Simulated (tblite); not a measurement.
Question: What does the GFN2-xTB structure of InChI=1S/C2H10O2S2Si3/c3-9(4-7)5-1-8-2-6-9/h3H,1-2,8H2,7H3 look like in three dimensions?

Answer: 
```xyz
19
C2H10O2S2Si3 angstrom
O      2.0925   -2.0856   -0.5468
Si     0.8888   -1.0272   -0.3619
O      1.4915    0.3280    0.2532
Si     2.5826    1.1311    1.1643
S      0.0233   -0.5046   -2.2455
C     -1.0798    0.8468   -1.6762
Si    -2.4256    0.2387   -0.4718
C     -1.6294   -0.3045    1.1733
S     -0.5688   -1.7923    1.0078
H      1.9244   -2.9522   -0.9056
H      3.8964    0.9133    0.5737
H      2.4815    0.6136    2.5270
H      2.0918    2.5031    1.0435
H     -1.5154    1.2553   -2.5850
H     -0.4416    1.6113   -1.2351
H     -3.1348   -0.8927   -1.0670
H     -3.2889    1.3854   -0.1699
H     -1.0123    0.4791    1.6118
H     -2.3862   -0.5834    1.9029
```

Any rigid rotation of these coordinates is as good. Atoms count from 1 in this order. The 6-membered ring Si2–S5–C6–Si7–C8–S9 has internal angles of 98.6° to 113.2°; it is puckered, 0.35 Å rms from its mean plane, widest ring torsion 68°. Si4 (oxygen-bound silicon) is distorted tetrahedral (angles from 101.0° to 114.2°). The 3 O–Si bonds span 1.606 Å (Si2–O3, drawn single) to 1.633 Å (O3–Si4, drawn single), a spread of 0.027 Å. Of the pairs four or more bonds apart, O3···H15 is among the closest relative to their van der Waals radii: 2.76 Å, 101 % of the sum of Bondi's values.

Bonds between heavy atoms (Å): O1–Si2 1.613, Si2–O3 1.606, O3–Si4 1.633, Si2–S5 2.138, S5–C6 1.835, C6–Si7 1.906, Si7–C8 1.907, C8–S9 1.835, Si2–S9 2.141.

Structure optimised with GFN2-xTB, isolated species.

Point group: C1 (no symmetry element, even within 0.4 Å). Its lowest GFN2-xTB frequency is 12i cm⁻¹, too small to tell a flat minimum from a shallow saddle. One conformer, not necessarily the lowest (H–O1–Si2–O3 180°, O1–Si2–O3–Si4 -30°, O1–Si2–S5–C6 -172°, Si2–S5–C6–Si7 -64°, S5–C6–Si7–C8 68°, C6–Si7–C8–S9 -67°). 3 starts were optimised and ended at 0.00, 0.46 and 1.14 kcal/mol (GFN2-xTB); the lowest of these is shown.

The numbers are calculated, not measured.
